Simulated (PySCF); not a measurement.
Nonlinear optical response: `C(C#C)=C=C(C#C)C#N`, C8H3N

Geometry:
```
atom   x (Å)   y (Å)   z (Å)
  C1   1.266  -2.094  -2.515
  C2   0.900  -1.806  -1.396
  C3   0.480  -1.502  -0.071
  C4  -0.056  -0.361   0.294
  C5  -0.598   0.787   0.676
  C6   0.188   1.888   1.145
  C7   0.834   2.832   1.544
  C8  -2.030   0.947   0.625
  N9  -3.180   1.082   0.588
 H10   1.587  -2.342  -3.510
 H11   0.614  -2.278   0.698
 H12   1.411   3.667   1.897
```

Theory: PySCF, quadratic response CAM-B3LYP/aug-cc-pVDZ first hyperpolarisability, Taylor convention, gas phase. Geometry: PBE0-D3(BJ)/def2-SVP.

Question: What is the first hyperpolarisability, and how does it disperse?

Answer: In au, Taylor convention; the vector part is βᵢ = ⅓ Σⱼ (βᵢⱼⱼ + βⱼᵢⱼ + βⱼⱼᵢ); β∥ is 3/5 of the vector part along the dipole, the dipole points from − to +:
```
                   process  λ (nm)  β vector norm     β∥  β HRS  depolarisation ratio
           static β(0;0,0)       ∞          123.3  -50.1   56.2                  3.83
second harmonic β(−2ω;ω,ω)    1907          134.2  -53.0   61.4                  3.79
         Pockels β(−ω;ω,0)    1907          126.8  -51.0      –                     –
second harmonic β(−2ω;ω,ω)    1064          165.0  -60.5   76.2                  3.69
         Pockels β(−ω;ω,0)    1064          135.1  -53.2      –                     –
```

Question: Which lowest excitations, dipole and polarisabilities go with it?

Answer: S1 4.62 eV (f = 0.000); S2 4.96 eV (f = 0.000); S3 5.35 eV (f = 0.548); dipole 4.30 D; isotropic α 108.4 au static, 109.0 au at 1907 nm, 110.4 au at 1064 nm, 110.9 au at 953.5 nm, 117.2 au at 532 nm.
